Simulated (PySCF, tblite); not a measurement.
Isomers of C5H8O4Si. Level: GFN2-xTB in tblite, geometry and Hessian alike; calculated harmonic values, unscaled, isolated species. Against measured fundamentals such values can be off by several per cent, at times by over 20. Modes of hydrogen on silicon can be 10 to 20 % off. One conformer each.

Electronic energies: PBE0/pcSseg-1 single points on the GFN2-xTB geometries (PySCF, gas phase).

| SMILES | electronic energy, lowest = 0 (kJ/mol) |
| --- | --- |
| O=C[C@@H]1CC[SiH2]OC(=O)O1 | 0.0 |
| C=C[C@@H]1O[SiH2]O[C@H](C=O)O1 | 66.9 |
| C=C[C@@H]1OC(=O)O[C@H]1O[SiH3] | 49.9 |
| CO/C=C(/OC=O)C(=O)[SiH3] | 254.5 |
| O=C(O)C[SiH2][C@H]1OCC1=O | 133.7 |
| C=C[C@@H]1O[SiH2]O[C@@H](C=O)O1 | 62.1 |
| CO/C=C(\OC=O)C(=O)[SiH3] | 235.4 |
| O=CO/C=C/[C@H]1CO[SiH2]O1 | 6.6 |

**Question.** How do GFN2-xTB zero-point energies change the relative energies?

**Answer.** 
| SMILES | ZPE (kJ/mol) | of it from modes above 1550 cm⁻¹ | electronic (kJ/mol) | with ZPE, lowest = 0 (kJ/mol) | lowest mode (cm⁻¹) | rings |
| --- | --- | --- | --- | --- | --- | --- |
| O=C[C@@H]1CC[SiH2]OC(=O)O1 | 329.7 | 154.5 | 0.0 | 0.0 | 47 | 1 |
| O=CO/C=C/[C@H]1CO[SiH2]O1 | 329.5 | 155.6 | 6.6 | 6.4 | 27 | 1 |
| C=C[C@@H]1OC(=O)O[C@H]1O[SiH3] | 321.7 | 153.4 | 49.9 | 41.9 | 29 | 1 |
| C=C[C@@H]1O[SiH2]O[C@@H](C=O)O1 | 324.9 | 155.7 | 62.1 | 57.3 | 38 | 1 |
| C=C[C@@H]1O[SiH2]O[C@H](C=O)O1 | 326.6 | 155.8 | 66.9 | 63.8 | 48 | 1 |
| O=C(O)C[SiH2][C@H]1OCC1=O | 321.9 | 158.8 | 133.7 | 125.9 | 26 | 1 |
| CO/C=C(\OC=O)C(=O)[SiH3] | 312.0 | 160.2 | 235.4 | 217.7 | 43 | 0 |
| CO/C=C(/OC=O)C(=O)[SiH3] | 311.4 | 159.8 | 254.5 | 236.1 | 14 | 0 |

The zero-point energies span 18.3 kJ/mol, from `CO/C=C(/OC=O)C(=O)[SiH3]` to `O=C[C@@H]1CC[SiH2]OC(=O)O1`. The order is unchanged.

**Question.** And how do the electronic energies of GFN2-xTB itself compare?

**Answer.** `O=C[C@@H]1CC[SiH2]OC(=O)O1` 64.5; `O=CO/C=C/[C@H]1CO[SiH2]O1` 0.0; `C=C[C@@H]1OC(=O)O[C@H]1O[SiH3]` 16.2; `C=C[C@@H]1O[SiH2]O[C@@H](C=O)O1` 64.9; `C=C[C@@H]1O[SiH2]O[C@H](C=O)O1` 57.4; `O=C(O)C[SiH2][C@H]1OCC1=O` 279.6; `CO/C=C(\OC=O)C(=O)[SiH3]` 326.0; `CO/C=C(/OC=O)C(=O)[SiH3]` 335.5 kJ/mol, lowest = 0. Against the energies above, taken from the same isomer `O=C[C@@H]1CC[SiH2]OC(=O)O1`, the largest difference is 98.2 kJ/mol.

**Question.** What do entropy and thermal enthalpy add at 298.15 K and 1 bar (rigid rotor, harmonic oscillator, one conformer each)?

**Answer.** 
```json
{"SMILES": "O=C[C@@H]1CC[SiH2]OC(=O)O1", "point group": "C1", "symmetry number": "1", "S (J/(mol K))": "420.2", "H − H(0) (kJ/mol)": "29.72", "ZPE + H − H(0) − TS (kJ/mol)": "234.2"}
{"SMILES": "O=CO/C=C/[C@H]1CO[SiH2]O1", "point group": "C1", "symmetry number": "1", "S (J/(mol K))": "438.5", "H − H(0) (kJ/mol)": "30.49", "ZPE + H − H(0) − TS (kJ/mol)": "229.2"}
{"SMILES": "C=C[C@@H]1OC(=O)O[C@H]1O[SiH3]", "point group": "C1", "symmetry number": "1", "S (J/(mol K))": "440.3", "H − H(0) (kJ/mol)": "30.85", "ZPE + H − H(0) − TS (kJ/mol)": "221.3"}
{"SMILES": "C=C[C@@H]1O[SiH2]O[C@@H](C=O)O1", "point group": "C1", "symmetry number": "1", "S (J/(mol K))": "434.9", "H − H(0) (kJ/mol)": "30.83", "ZPE + H − H(0) − TS (kJ/mol)": "226.1"}
{"SMILES": "C=C[C@@H]1O[SiH2]O[C@H](C=O)O1", "point group": "C1", "symmetry number": "1", "S (J/(mol K))": "418.0", "H − H(0) (kJ/mol)": "29.70", "ZPE + H − H(0) − TS (kJ/mol)": "231.7"}
{"SMILES": "O=C(O)C[SiH2][C@H]1OCC1=O", "point group": "C1", "symmetry number": "1", "S (J/(mol K))": "462.9", "H − H(0) (kJ/mol)": "32.60", "ZPE + H − H(0) − TS (kJ/mol)": "216.5"}
{"SMILES": "CO/C=C(\\OC=O)C(=O)[SiH3]", "point group": "C1", "symmetry number": "1", "S (J/(mol K))": "470.6", "H − H(0) (kJ/mol)": "35.50", "ZPE + H − H(0) − TS (kJ/mol)": "207.2"}
```

Not tabulated: `CO/C=C(/OC=O)C(=O)[SiH3]` (lowest mode only 14 cm⁻¹).
